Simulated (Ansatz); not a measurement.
The same ligand exchange along the group B, Al, Ga, In.

Gas-phase electronic energies from Ansatz, PBE0-D4/def2-TZVP geometries. CBS: MP2 limit from def2 TZ/QZ plus the TZ coupled-cluster correction, frozen cores. This one scheme is used for every species. Functionals use def2-TZVPP. B3LYP here is the variant with VWN-RPA as its local correlation; programs differ in this. def2 core potentials past Kr. For Ga, In outer-core shells are correlated without core-valence functions, which leaves a few kJ/mol of doubt a bond. Scalar relativity is left out up to krypton. One conformer a species, not always the lowest.

```csv
reaction,B3LYP-D4 (eV),B2PLYP (eV),CCSD(T)/CBS(def2) (eV)
`FB(F)S` + `N=C=O` → `O=C=NB(F)F` + H₂S,-0.40,-0.39,-0.37
`[F][Al]([F])[SH]` + `N=C=O` → `O=C=[N][Al]([F])[F]` + H₂S,-0.29,-0.30,-0.27
`[F][Ga]([F])[SH]` + `N=C=O` → `O=C=[N][Ga]([F])[F]` + H₂S,0.27,0.23,0.22
`[F][In]([F])[SH]` + `N=C=O` → `O=C=[N][In]([F])[F]` + H₂S,0.52,0.47,0.43
```

Largest T1 diagnostic: 0.018, for `N=C=O`.
